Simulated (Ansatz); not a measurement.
Ga₇As₇H₂₀⁺, a nanocrystal cut from zinc blende GaAs (hydrogen-capped). Charge 1, multiplicity 2. Geometry PBE-D4/def2-SVP, that of the neutral singlet.

```xyz
34

Ga    2.9913   -1.4381   -2.0906
Ga   -3.2933    2.2170   -0.3883
Ga    1.1028    1.9924   -0.7987
Ga   -1.1083   -1.4306   -1.6022
Ga    1.1738   -3.5824    1.0816
Ga   -0.6779   -0.1087    2.3122
Ga    3.4260   -0.0882    1.9048
As   -3.1275    0.1211   -1.7066
As    0.8428   -0.0449   -2.1396
As    2.9228   -1.9662    0.3447
As   -1.1109    3.2431   -0.9738
As   -2.7327    1.3299    1.8605
As    1.2429    1.1929    1.5162
As   -0.8201   -2.0064    0.7646
H     4.1355   -0.3987   -2.4200
H     2.6508   -2.7114   -2.9628
H    -4.5913    3.0910   -0.5413
H     2.1976    3.0231   -1.2674
H    -1.4434   -2.6102   -2.5907
H     0.9498   -4.7161    0.0034
H     1.2356   -3.8214    2.6427
H    -0.7327   -0.4351    3.8521
H     4.5451    0.8612    1.3182
H     3.3388   -0.5565    3.4119
H    -3.4495    0.5091   -3.1478
H    -4.4207   -0.6438   -1.4342
H     0.5829    0.4568   -3.5602
H     4.1863   -2.8163    0.4940
H    -1.2945    3.8495   -2.3631
H    -1.0556    4.5633   -0.2084
H    -2.7778    2.5309    2.8023
H    -4.0035    0.6545    2.3708
H     1.2288    2.4634    2.3664
H    -2.1139   -2.7241    1.1496
```

Single mean-field runs in def2-TZVP are fitted with def2-universal-jkfit. At PBE-D4/def2-TZVP the gap within one spin of the charge 1 doublet nearly closes, so an electron or hole may be smeared out by delocalisation error.

(1) Estimate the α-spin orbital energies around the gap (eV) in Ansatz with PBE-D4/def2-TZVP, PBE0-D4/def2-TZVP.

Results:

(1) 
| orbital | PBE-D4/def2-TZVP | PBE0-D4/def2-TZVP |
| --- | --- | --- |
| HOMO−5 | -9.75 | -10.74 |
| HOMO−4 | -9.69 | -10.73 |
| HOMO−3 | -9.49 | -10.70 |
| HOMO−2 | -9.49 | -10.36 |
| HOMO−1 | -9.37 | -10.31 |
| HOMO | -9.36 | -10.25 |
| LUMO | -4.97 | -4.30 |
| LUMO+1 | -4.96 | -4.15 |
| LUMO+2 | -4.95 | -4.11 |
| LUMO+3 | -4.67 | -3.89 |
| LUMO+4 | -4.64 | -3.83 |
| LUMO+5 | -4.63 | -3.81 |
| β HOMO | -9.29 | -10.22 |
| β LUMO | -9.34 | -9.28 |
